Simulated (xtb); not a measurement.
BiH₃, SMILES [BiH3]. All values are semi-empirical tight-binding results from xtb (GFN2-xTB unless named), good for trends rather than for accurate numbers. Coordinates come from a GFN2-xTB optimisation.

For metal compounds this method's bond lengths and energies can be far off.

Computed properties:
The point group as xtb finds it comes out as C3v. The orbital gap comes out as 8.32 eV, the zero-point energy comes out as 11.2 kcal/mol and the G − E(el) at 298.15 K (modified RRHO) is -3.4 kcal/mol.
